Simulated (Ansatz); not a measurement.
Triphenyltelluronium hexafluoroantimonate, `[F][Sb-]([F])([F])([F])([F])[F].c1ccc([Te+](c2ccccc2)c2ccccc2)cc1`, relaxed as a singlet with RKS PBE-D4/def2-SVP in Ansatz, starting from the GFN2-xTB geometry. Force threshold 0.03 eV/Å.

In the def2 sets Sb, Te take a core potential; there is no spin–orbit coupling. Single mean-field runs in def2-SVP are fitted with def2-universal-jkfit.

Start:

Cartesian coordinates in Å:
```
F 0.224 -5.208 -0.976
Sb 0.912 -4.080 0.372
F -0.243 -4.771 1.693
F -0.483 -2.766 -0.116
F 2.375 -5.187 0.791
F 1.512 -2.740 1.658
F 1.962 -3.153 -0.970
C -2.012 -0.022 -3.843
C -2.095 0.873 -2.788
C -1.259 0.738 -1.693
C -0.344 -0.306 -1.662
Te 0.947 -0.613 -0.006
C -0.475 -0.346 1.534
C -1.826 -0.599 1.361
C -2.679 -0.468 2.446
C -2.185 -0.094 3.684
C -0.830 0.148 3.850
C 0.031 0.018 2.775
C 1.538 1.443 0.008
C 0.848 2.489 0.602
C 1.346 3.779 0.521
C 2.534 4.027 -0.147
C 3.228 2.984 -0.739
C 2.730 1.696 -0.660
C -0.250 -1.201 -2.718
C -1.092 -1.056 -3.809
H -2.668 0.088 -4.693
H -2.813 1.679 -2.816
H -1.315 1.439 -0.871
H -2.203 -0.917 0.399
H -3.732 -0.671 2.322
H -2.855 -0.002 4.526
H -0.443 0.425 4.818
H 1.096 0.184 2.892
H -0.072 2.295 1.138
H 0.807 4.591 0.986
H 2.924 5.032 -0.199
H 4.160 3.174 -1.251
H 3.265 0.867 -1.110
H 0.464 -2.012 -2.682
H -1.029 -1.755 -4.628
```

```
step  energy (eV)  largest force component (eV/Å)  SCF passes
   1  -48979.5135                           0.968          22
   2  -48979.9221                           0.592          21
   3  -48979.9657                           0.154          22
   4  -48979.9770                           0.052          21
   5  -48979.9817                           0.053          20
   6  -48979.9954                           0.099          20
   7  -48980.0006                           0.161          19
   8  -48980.0054                           0.103          20
   9  -48980.0102                           0.043          20
  10  -48980.0120                           0.069          20
  11  -48980.0131                           0.071          20
  13  -48980.0166                           0.064          19
  15  -48980.0206                           0.104          20
  17  -48980.0312                           0.245          19
  19  -48980.0490                           0.055          19
  21  -48980.0612                           0.243          20
  23  -48980.0813                           0.050          19
  25  -48980.0905                           0.155          19
  27  -48980.0979                           0.052          19
  29  -48980.1009                           0.053          20
  31  -48980.1039                           0.044          18
  33  -48980.1052                           0.041          20
  35  -48980.1065                           0.016          19
  36  -48980.1066                           0.030          19
```

Force components are those of the run's own axes.

End:

```xyz
41

F     0.367   -5.209   -0.909
Sb    1.257   -4.178    0.462
F     0.282   -5.045    1.882
F    -0.203   -2.810    0.309
F     2.773   -5.360    0.582
F     2.029   -2.917    1.766
F     2.112   -3.104   -0.951
C    -1.833   -0.434   -3.971
C    -1.679    0.758   -3.243
C    -0.888    0.778   -2.084
C    -0.270   -0.412   -1.662
Te    0.959   -0.466    0.102
C    -0.538   -0.230    1.619
C    -1.589    0.690    1.489
C    -2.538    0.782    2.520
C    -2.426   -0.036    3.656
C    -1.371   -0.956    3.765
C    -0.417   -1.067    2.741
C     1.433    1.643   -0.003
C     1.221    2.501    1.091
C     1.649    3.837    1.013
C     2.287    4.310   -0.144
C     2.507    3.445   -1.230
C     2.087    2.108   -1.161
C    -0.404   -1.610   -2.385
C    -1.194   -1.609   -3.545
H    -2.453   -0.444   -4.881
H    -2.173    1.683   -3.579
H    -0.747    1.720   -1.532
H    -1.684    1.327    0.598
H    -3.372    1.495    2.428
H    -3.174    0.039    4.460
H    -1.290   -1.607    4.649
H     0.394   -1.808    2.806
H     0.720    2.140    2.002
H     1.478    4.511    1.868
H     2.619    5.358   -0.200
H     3.012    3.810   -2.138
H     2.263    1.439   -2.019
H     0.098   -2.529   -2.055
H    -1.305   -2.543   -4.118
```

By distances, no bond broke or formed. The bond that changes most is F1–Sb2, from 1.89 to 1.93 Å (atoms count from 1).

The force fell under the threshold at step 30, but the optimiser went on and released 0.004 eV more. No frequencies were taken in this run, so the end may be a saddle point.

Run time 2.6 min (2 threads of AMD EPYC 7R13 on a shared host and a share (18 GiB) of an NVIDIA H100 80GB HBM3).
